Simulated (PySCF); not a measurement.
CH3Cl2Si (doublet state).
Z-matrix (Å and degrees, GFN2-xTB geometry), rows numbered from 1:
```
Si
C   1  1.9152
Cl  2  1.8021  1  109.68
Cl  2  1.7770  1  109.13  3  -119.41
H   1  1.4517  2  109.69  3    73.51
H   1  1.4553  2  109.57  3   -57.39
H   2  1.0887  1  116.09  3   119.68
```

The hyperfine couplings belong to this conformer and change with its torsions.

As a line formula: `[SiH2]C(Cl)Cl` [radical].

The calculation used UKS B3LYP, pcH-1 on C Cl H Si, non-relativistic, mean-field spin-orbit, GIAO in PySCF 2.14.0. The structure is a single GFN2-xTB conformer in the gas phase; no vibrational or solvent corrections. A GFN2-xTB geometry isn't a minimum of the functional, and hyperfine couplings can be far from their values at a DFT geometry, by a factor of two or more for some ions and for spin on atoms past the first row. Stability of the SCF solution: not tested.

Problem. Break the g tensor into its mass correction, gauge correction and orbital-Zeeman/spin–orbit terms.

Solution. 
| Δg (ppm) | 1 | 2 | 3 |
| --- | --- | --- | --- |
| relativistic mass correction | -145 | -145 | -145 |
| gauge correction | 48 | 7 | 42 |
| orbital Zeeman/spin–orbit | -3160 | 25 | 1833 |
| total | -3257 | -114 | 1729 |

So g = 1.99906, 2.00221, 2.00405 and g_iso = 2.00177; the tensor is rhombic: the two nearest values differ by 37 % of g3 − g1. Axes: g3 points within 11° of the Si1–C2 bond.

Problem. Average each term over the three axes. Which is largest in size?

Solution. The orbital-Zeeman/spin–orbit term -434, the mass correction -145 and the gauge correction 32 ppm, for a total of -547 ppm. The orbital-Zeeman/spin–orbit term is the largest in size. The mass correction is the same along every axis, so the anisotropy comes from the other two: their spans along these axes are 41 (gauge) and 4993 ppm (orbital Zeeman/spin–orbit).

Problem. What are the electron Larmor frequencies g μB B/h along the three axes at 330 mT?

Solution. 9.2332, 9.2477, 9.2562 GHz for g1, g2 and g3, a range of 23.0 MHz.

Problem. What effective moment and Curie constant follow for a powder?

Solution. With the mean of g² = 4.0071 and S(S+1) = 0.75: μ_eff = √(⟨g²⟩S(S+1)) = 1.734 μB and χT = 0.12505·⟨g²⟩·S(S+1) = 0.376 cm³ K/mol (cgs; spin-Hamiltonian part alone).

Problem. In a frozen sample, at which fields do the three g values resonate at 9.5, 34, 94 and 263 GHz (hyperfine left aside), and which band first spreads them over more than twice a line width of 1.0 mT?

Solution. 
```
band    GHz  B(g3) mT  B(g2) mT  B(g1) mT  spread mT
   X    9.5    338.69    339.00    339.54       0.84
   Q   34.0   1212.16   1213.27   1215.18       3.02
   W   94.0   3351.26   3354.34   3359.62       8.36
   J  263.0   9376.40   9385.03   9399.79      23.39
```

The spread grows in proportion to the frequency. Q band is the first where it exceeds 2.0 mT.

The largest Mulliken spin population is on Si1 (+0.95). The angles at Si1 add up to 337.2°, so it is pyramidal.

The HOMO–LUMO gaps are 5.46 eV among the α and 4.95 eV among the β orbitals.
